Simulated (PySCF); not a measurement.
SnF₃Br, SMILES [F][Sn]([F])([F])[Br].

Geometry: B3LYP-D3(BJ)/def2-SVP. The structure was generated by enumeration; whether it is a known compound was not checked. The def2 effective core potentials stand for the cores of Sn; spin–orbit coupling is left out.

Calculation: B3LYP-D3(BJ)/def2-SVP in PySCF.

Frequencies are harmonic and unscaled.

Modes within 1.5 cm⁻¹ of each other (mostly degenerate sets) share a row, with their intensities summed.

Computed harmonic wavenumbers and intensities:
| mode | ν (cm⁻¹) | IR (km/mol) | Raman (Å⁴/amu) | depolarisation | moving atoms (share of kinetic energy) |
|---|---|---|---|---|---|
| 1–2 | 109 | 5.9 | 2.9 | 0.75 | F 75 %, Br 14 %, Sn 11 % |
| 3–4 | 166 | 42.3 | 1.9 | 0.75 | F 83 %, Sn 16 % |
| 5 | 180 | 40.8 | 3.4 | 0.54 | F 79 %, Br 16 % |
| 6 | 278 | 39.7 | 7.1 | 0.15 | Br 53 %, Sn 41 % |
| 7 | 642 | 45.1 | 16.2 | 0.00 | F 93 % |
| 8–9 | 669 | 114.8 | 8.7 | 0.75 | F 83 %, Sn 17 % |
